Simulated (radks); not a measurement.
Results of a calculation; reference values are marked as such.
Valence configurations of the titanium ion Ti+ (all share [Ar]). Code: a radial shooting solver on a logarithmic mesh with Libxc functionals. Model: scalar-relativistic Kohn-Sham, BLYP, spin-polarised, spherical densities, finite nucleus; open shells are filled with parallel spins first; Fermi nuclear charge, rms radius 3.5921 fm. Energies are relative to 3d2 4s1; eigenvalues in eV for spin up.

| valence | E (eV) | moment (Bohr magnetons) | e(3d) | e(4p) | e(4s) |
|---|---|---|---|---|---|
| 3d3 | -0.102 | 3 | -8.586 | - | - |
| 3d2 4s1 | 0.000 | 3 | -11.921 | - | -10.819 |
| 3d1.5 4s1.5 | 1.366 | 2 | -13.934 | - | -11.381 |
| 3d1.5 4s1 4p0.5 | 2.929 | 3 | -14.487 | -7.759 | -11.925 |
| 3d1 4s2 | 3.281 | 1 | -16.155 | - | -11.938 |
| 3d2 4p1 | 3.945 | 3 | -12.987 | -7.489 | - |
| 3d1.5 4s0.5 4p1 | 5.018 | 3 | -15.014 | -8.033 | -12.225 |
| 3d1 4s1 4p1 | 6.766 | 3 | -17.243 | -8.593 | -13.017 |
| 3d1 4p2 | 11.215 | 3 | -18.254 | -9.085 | - |
| 4s2 4p1 | 13.913 | 1 | - | -9.424 | -14.233 |

NIST lists [Ar] 3d2 4s1 as the ground configuration; this level of theory puts 3d3 lower, by 0.102 eV. The energies are those of spherical high-spin densities, not of single terms.
